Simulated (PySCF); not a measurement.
# What a mistake does to a calculation on B2FH3

All numbers below are calculated, not measured. The program is PySCF 2.14.0, an open-source quantum chemistry code, run on an isolated molecule that a program drew, which may never have been made. The molecule is B2FH3 (charge 0, singlet), drawn as the SMILES string `BBF`.

Each row is a Hartree-Fock (HF) and frozen-core CCSD(T) single point in the cc-pVDZ basis, meant for a local HF minimum. Run 1 is clean. Each other run has one planted mistake out of seven kinds, and not every kind appears here: one electron removed, one electron added, multiplicity raised by two, geometry at a saddle point, minimal basis STO-3G, one bond length entered in bohr, all coordinates scaled. The reference is restricted for singlets and unrestricted otherwise, and also for a bond in bohr. Adding or removing an electron swaps singlet and doublet. Electrons count all cores. HOMO and LUMO are orbital energies over both spins, the gradient is its largest component, and the lowest frequency (negative if imaginary) is given only where the gradient is small. Bond lengths are over the 5 bonds as drawn. T1 is the CCSD diagnostic: over 0.02 (restricted) or 0.045 (unrestricted) a single reference is doubtful.

Geometry of the clean run:
```xyz
6
B2FH3, angstrom
B    -1.1269    0.5310    0.7107
B    -1.4492   -0.4526   -0.6436
F    -1.8141    0.0817   -1.8132
H    -1.9877    0.8141    1.5001
H    -0.0200    0.9376    0.9420
H    -1.3668   -1.6548   -0.6184
```

| run | electrons | basis functions | <S^2> | HOMO (eV) | LUMO (eV) | gradient (hartree/bohr) | lowest frequency (cm^-1) | mean bond (Å) | longest bond (Å) | T1 | HF (hartree) | CCSD(T) (hartree) | mistake |
|---|---|---|---|---|---|---|---|---|---|---|---|---|---|
| 1 | 22 | 57 | 0.000 | -11.71 | 1.67 | 8.8e-06 | 260 | 1.3300 | 1.705 | 0.0141 | -150.56483 | -150.95230 | no fault |
| 2 | 21 | 57 | 0.767 | -20.91 | -9.42 | 1.3e-01 | - | 1.3300 | 1.705 | 0.0269 | -150.17697 | -150.55162 | one electron removed |
| 3 | 23 | 57 | 0.760 | 0.04 | 8.68 | 4.2e-02 | - | 1.3300 | 1.705 | 0.0141 | -150.53151 | -150.93810 | one electron added |
| 4 | 22 | 57 | 0.000 | -11.66 | 0.59 | 5.3e-05 | -258 | 1.3369 | 1.747 | 0.0145 | -150.55686 | -150.94481 | geometry at a saddle point |
| 5 | 22 | 57 | 0.680 | -9.99 | 1.13 | 2.1e-02 | - | 1.5438 | 2.271 | 0.0665 | -150.44770 | -150.83468 | ? |
| 6 | 22 | 18 | 0.000 | -9.55 | 6.44 | 3.2e-02 | - | 1.3300 | 1.705 | 0.0184 | -148.53078 | -148.65446 | ? |

**Which mistake was planted in run 5, and what did it cost?**

The mean bond changes by a factor of 1.161 and the longest by 1.332, so the molecule wasn't scaled as a whole. A length L in bohr read as angstrom grows by (1/0.5292 - 1) L = 0.890 L. The 5 bonds together grew by 5 x 0.2138 = 1.069 Å, which gives L = 1.201 Å. That is the length of one of the B-H bonds, 1.202 Å in the clean geometry. So the mistake is: one bond length entered in bohr. Subtracting run 1 and multiplying by 627.51 kcal/mol a hartree, the energy moved by 73.5 kcal/mol in HF and 73.8 kcal/mol in CCSD(T).

**Which mistake was planted in run 6, and what did it cost?**

It has 18 basis functions where the clean run has 57, with the same electrons and geometry. So the mistake is: minimal basis STO-3G. Subtracting run 1 and multiplying by 627.51 kcal/mol a hartree, the energy moved by 1276.4 kcal/mol in HF and 1441.9 kcal/mol in CCSD(T).

Cautions from the logs. Run 3: the HOMO is above zero, so the electron isn't bound and the energy depends on the basis; run 5: T1 is over the limit, so its CCSD(T) energy is less reliable.
